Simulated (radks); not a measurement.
The numbers below are computed, except where a source is named.
Q: All-electron atom: C2+ in [He] 2s1.75 3s0.25 (fractional occupations, a model configuration). Code: a radial shooting solver on a logarithmic mesh with Libxc functionals. Model: scalar-relativistic Kohn-Sham, PBE, spin-polarised, spherical densities, point nucleus; open shells are filled with parallel spins first. Some entries of the table are withheld. Estimate them.

| orbital | occ. | eigenvalue (eV) | <1/r> (bohr^-1) | r(max) (bohr) |
|---|---|---|---|---|
| 1s up | 1 | -311.9396 | 5.657 | 0.1738 |
| 1s down | 1 | -311.7035 | 5.655 | 0.1739 |
| 2s up | 1 | (1) | 1.076 | 1.115 |
| 2s down | 0.75 | (2) | 1.076 | 1.116 |
| 2p up | 0 | -34.0832 | 0.9924 | 1.008 |
| 2p down | 0 | -33.3116 | 0.9944 | 1.005 |
| 3s up | 0.25 | -13.3085 | 0.3835 | 3.373 |
| 3d up | 0 | -9.5795 | 0.3267 | 3.062 |

A: 
(1) 2s up eigenvalue (eV): -42.6436
(2) 2s down eigenvalue (eV): -41.7788
